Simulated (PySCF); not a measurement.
H₆Ge₂Mg (SMILES [GeH3][Mg][GeH3]), singlet, geometry from GFN2-xTB (such geometries of metal compounds can be far from the true shape); PySCF with CASSCF(4,5)/STO-3G.

PySCF was given this input:
```python
from pyscf import gto, scf, mcscf
import numpy

mol = gto.M(
    atom='''
Mg   -0.47428905    0.63651545   -0.53806087
Ge    1.83193587    0.14371701   -1.23691880
H     2.01671697   -1.38002919   -1.27948137
H     2.79507322    0.47041019   -2.36567130
H     2.81342402    0.39322952   -0.08457679
Ge   -1.71654869   -0.29852657    1.36782829
H    -1.56537794   -1.82646159    1.34993721
H    -0.94957252   -0.07574843    2.67763172
H    -3.11118497   -0.26568002    1.96978754
''',
    basis='sto-3g',
    verbose=4,
)

mf = scf.RHF(mol)
mf.kernel()
mc = mcscf.CASSCF(mf, 5, 4)
mc.fix_spin_(ss=0.0)
mc.kernel()
occ = numpy.linalg.eigvalsh(mc.fcisolver.make_rdm1(mc.ci, mc.ncas, mc.nelecas))[::-1]
ss = mc.fcisolver.spin_square(mc.ci, mc.ncas, mc.nelecas)[0]
print('natural occupations', occ.round(4), ' <S^2>', round(ss, 4))
```

It wrote (shortened):

```
PySCF version 2.14.0

[INPUT] verbose = 4
[INPUT] num. atoms = 9
[INPUT] num. electrons = 82
[INPUT] charge = 0
[INPUT] spin (= nelec alpha-beta = 2S) = 0
[INPUT] symmetry False subgroup None
[INPUT] Mole.unit = angstrom
[INPUT] Symbol           X                Y                Z      unit          X                Y                Z       unit  Magmom
[...]
nuclear repulsion = 387.423887002217
number of shells = 27
number of NR pGTOs = 153
number of NR cGTOs = 51
basis = sto-3g
ecp = {}

******** <class 'pyscf.scf.hf.RHF'> ********
method = RHF
initial guess = minao
damping factor = 0
level_shift factor = 0
DIIS = <class 'pyscf.scf.diis.CDIIS'>
diis_start_cycle = 1
diis_space = 8
diis_damp = 0
SCF conv_tol = 1e-09
SCF conv_tol_grad = None
SCF max_cycles = 50
direct_scf = True
direct_scf_tol = 1e-13
Set gradient conv threshold to 3.16228e-05
Initial guess from minao.
init E= -4298.327080302
[...]
cycle= 1 E= -4304.01362252218  delta_E= -5.69  |g|= 0.573  |ddm|= 3.15
[...]
cycle= 2 E= -4304.14411696298  delta_E= -0.13  |g|= 0.0643  |ddm|= 1.08
[...]
cycle= 3 E= -4304.1457404364  delta_E= -0.00162  |g|= 0.0155  |ddm|= 0.11
[...]
cycle= 4 E= -4304.14589322283  delta_E= -0.000153  |g|= 0.00348  |ddm|= 0.0391
[...]
cycle= 5 E= -4304.14590240822  delta_E= -9.19e-06  |g|= 0.000494  |ddm|= 0.0109
[...]
cycle= 6 E= -4304.14590257706  delta_E= -1.69e-07  |g|= 5.81e-05  |ddm|= 0.00143
[...]
cycle= 7 E= -4304.14590257926  delta_E= -2.21e-09  |g|= 7.09e-06  |ddm|= 0.000164
[...]
cycle= 8 E= -4304.14590257931  delta_E= -4.64e-11  |g|= 1.36e-06  |ddm|= 2.06e-05
[...]
Extra cycle  E= -4304.1459025793  delta_E= 8.19e-12  |g|= 5.43e-07  |ddm|= 2.84e-06
converged SCF energy = -4304.1459025793

******** <class 'pyscf.mcscf.mc1step.CASSCF'> ********
CAS (2e+2e, 5o), ncore = 39, nvir = 7
max_cycle_macro = 50
max_cycle_micro = 4
conv_tol = 1e-07
conv_tol_grad = None
orbital rotation max_stepsize = 0.02
orbital rotation threshold for CI restart = 0.01
augmented hessian ah_max_cycle = 30
augmented hessian ah_conv_tol = 1e-12
augmented hessian ah_linear dependence = 1e-14
augmented hessian ah_level shift = 1e-08
augmented hessian ah_start_tol = 2.5
augmented hessian ah_start_cycle = 3
augmented hessian ah_grad_trust_region = 3
kf_trust_region = 3
kf_interval = 4
ci_response_space = 4
ci_grad_trust_region = 3
with_dep4 0
natorb = False
canonicalization = True
sorting_mo_energy = False
ao2mo_level = 2
internal_rotation = False
[...]
CASCI E = -4304.15072497106  S^2 = 0.0000000
[...]
macro iter   6 ( 18 JK    4 micro), CASSCF E = -4304.16142971311  dE = -7.51165912e-04  S^2 = 0.0000000
               |grad[o]|=0.00392  |grad[c]|=0.00169  |ddm|=0.00777  |maxRot[o]|=0.189
macro iter   7 ( 21 JK    4 micro), CASSCF E = -4304.16143882403  dE = -9.11091774e-06  S^2 = 0.0000000
               |grad[o]|=0.000511  |grad[c]|=0.000775  |ddm|=0.00107  |maxRot[o]|=0.129
macro iter   8 ( 21 JK    4 micro), CASSCF E = -4304.16144572256  dE = -6.89853277e-06  S^2 = 0.0000000
               |grad[o]|=0.000202  |grad[c]|=0.000678  |ddm|=0.00114  |maxRot[o]|=0.159
macro iter   9 (  6 JK    1 micro), CASSCF E = -4304.16144974143  dE = -4.01887337e-06  S^2 = 0.0000000
               |grad[o]|=0.000117  |grad[c]|=0.000606  |ddm|=0.000333  |maxRot[o]|=0.0798
macro iter  10 (  6 JK    1 micro), CASSCF E = -4304.16145397609  dE = -4.23465735e-06  S^2 = 0.0000000
               |grad[o]|=0.000148  |grad[c]|=0.000538  |ddm|=0.000313  |maxRot[o]|=0.0798
macro iter  11 ( 21 JK    4 micro), CASSCF E = -4304.16146233279  dE = -8.35669744e-06  S^2 = 0.0000000
               |grad[o]|=0.000175  |grad[c]|=0.000365  |ddm|=0.000781  |maxRot[o]|=0.159
macro iter  12 (  6 JK    1 micro), CASSCF E = -4304.16146592209  dE = -3.58930538e-06  S^2 = 0.0000000
               |grad[o]|=8.82e-05  |grad[c]|=0.000297  |ddm|=0.000181  |maxRot[o]|=0.0798
macro iter  13 (  6 JK    1 micro), CASSCF E = -4304.16146881830  dE = -2.89620675e-06  S^2 = 0.0000000
               |grad[o]|=9.43e-05  |grad[c]|=0.000228  |ddm|=0.000143  |maxRot[o]|=0.0798
macro iter  14 (  6 JK    1 micro), CASSCF E = -4304.16147081917  dE = -2.00086652e-06  S^2 = 0.0000000
               |grad[o]|=8.86e-05  |grad[c]|=0.000152  |ddm|=9.48e-05  |maxRot[o]|=0.0798
macro iter  15 (  6 JK    1 micro), CASSCF E = -4304.16147176525  dE = -9.46088221e-07  S^2 = 0.0000000
               |grad[o]|=6.68e-05  |grad[c]|=8.31e-05  |ddm|=4.66e-05  |maxRot[o]|=0.0798
macro iter  16 (  1 JK    1 micro), CASSCF E = -4304.16147176535  dE = -1.00953912e-10  S^2 = 0.0000000
               |grad[o]|=2.66e-05  |grad[c]|=1.05e-05  |ddm|=5.85e-06  |maxRot[o]|=    0
1-step CASSCF converged in  16 macro (223 JK  43 micro) steps
CASSCF canonicalization
Density matrix diagonal elements [1.98333203 1.98543539 0.0177159  0.00274668 0.01077001]
CASSCF energy = -4304.16147176535
CASCI E = -4304.16147176535  E(CI) = -2.89201726831652  S^2 = 0.0000000
natural occupations [1.9856 1.9837 0.0194 0.0087 0.0025]  <S^2> 0.0
```
